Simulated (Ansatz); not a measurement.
Results of the Gaussian-basis code of Ansatz.

C2H7InOSi at its PBE0-D4/def2-TZVP geometry, where that method's forces vanish. The species carries charge 0 and has multiplicity 1. In takes the def2 core potential. The bonds changed during the relaxation, so this is another structure than the one it started from.

```json
{"atom": "Si1", "x (Å)": "-1.4836", "y (Å)": "-0.3441", "z (Å)": "0.2628"}
{"atom": "C2", "x (Å)": "-0.6843", "y (Å)": "0.6673", "z (Å)": "-1.0519"}
{"atom": "In3", "x (Å)": "0.8277", "y (Å)": "-0.4117", "z (Å)": "-2.4051"}
{"atom": "C4", "x (Å)": "2.0241", "y (Å)": "-0.0988", "z (Å)": "0.8970"}
{"atom": "O5", "x (Å)": "2.2511", "y (Å)": "-0.7148", "z (Å)": "-0.1104"}
{"atom": "H6", "x (Å)": "-0.5217", "y (Å)": "-0.6057", "z (Å)": "1.3834"}
{"atom": "H7", "x (Å)": "-2.7022", "y (Å)": "0.2308", "z (Å)": "0.9103"}
{"atom": "H8", "x (Å)": "-1.8812", "y (Å)": "-1.6889", "z (Å)": "-0.2543"}
{"atom": "H9", "x (Å)": "-0.2270", "y (Å)": "1.5717", "z (Å)": "-0.6309"}
{"atom": "H10", "x (Å)": "-1.4458", "y (Å)": "1.0035", "z (Å)": "-1.7683"}
{"atom": "H11", "x (Å)": "1.4772", "y (Å)": "0.8585", "z (Å)": "0.8876"}
{"atom": "H12", "x (Å)": "2.3657", "y (Å)": "-0.4678", "z (Å)": "1.8799"}
```

Question: For each bond, give half the difference of the two atoms' forces along it (eV/Å; positive pushes the atoms apart) under PBE-D4, r2SCAN-D4, B3LYP-D4, ωB97M-V in def2-TZVPP. (Estimate.)

Answer: The calculation gave: 
```json
{"bond": "Si1–C2", "length (Å)": "1.841", "PBE-D4": "-0.02", "r2SCAN-D4": "0.00", "B3LYP-D4": "0.09", "ωB97M-V": "0.11"}
{"bond": "Si1–H6", "length (Å)": "1.500", "PBE-D4": "0.10", "r2SCAN-D4": "0.00", "B3LYP-D4": "-0.08", "ωB97M-V": "-0.10"}
{"bond": "Si1–H7", "length (Å)": "1.495", "PBE-D4": "0.07", "r2SCAN-D4": "-0.01", "B3LYP-D4": "-0.09", "ωB97M-V": "-0.12"}
{"bond": "Si1–H8", "length (Å)": "1.495", "PBE-D4": "0.08", "r2SCAN-D4": "-0.01", "B3LYP-D4": "-0.07", "ωB97M-V": "-0.11"}
{"bond": "C2–In3", "length (Å)": "2.298", "PBE-D4": "0.09", "r2SCAN-D4": "0.00", "B3LYP-D4": "0.23", "ωB97M-V": "-0.07"}
{"bond": "C2–H9", "length (Å)": "1.097", "PBE-D4": "0.10", "r2SCAN-D4": "-0.01", "B3LYP-D4": "-0.09", "ωB97M-V": "-0.04"}
{"bond": "C2–H10", "length (Å)": "1.098", "PBE-D4": "0.11", "r2SCAN-D4": "0.01", "B3LYP-D4": "-0.09", "ωB97M-V": "-0.03"}
{"bond": "C4–O5", "length (Å)": "1.202", "PBE-D4": "0.98", "r2SCAN-D4": "0.42", "B3LYP-D4": "0.29", "ωB97M-V": "0.25"}
{"bond": "C4–H11", "length (Å)": "1.103", "PBE-D4": "-0.08", "r2SCAN-D4": "-0.09", "B3LYP-D4": "-0.13", "ωB97M-V": "-0.13"}
{"bond": "C4–H12", "length (Å)": "1.104", "PBE-D4": "-0.06", "r2SCAN-D4": "-0.07", "B3LYP-D4": "-0.12", "ωB97M-V": "-0.16"}
```

B3LYP here is the variant with VWN-RPA as its local correlation; programs differ in this.
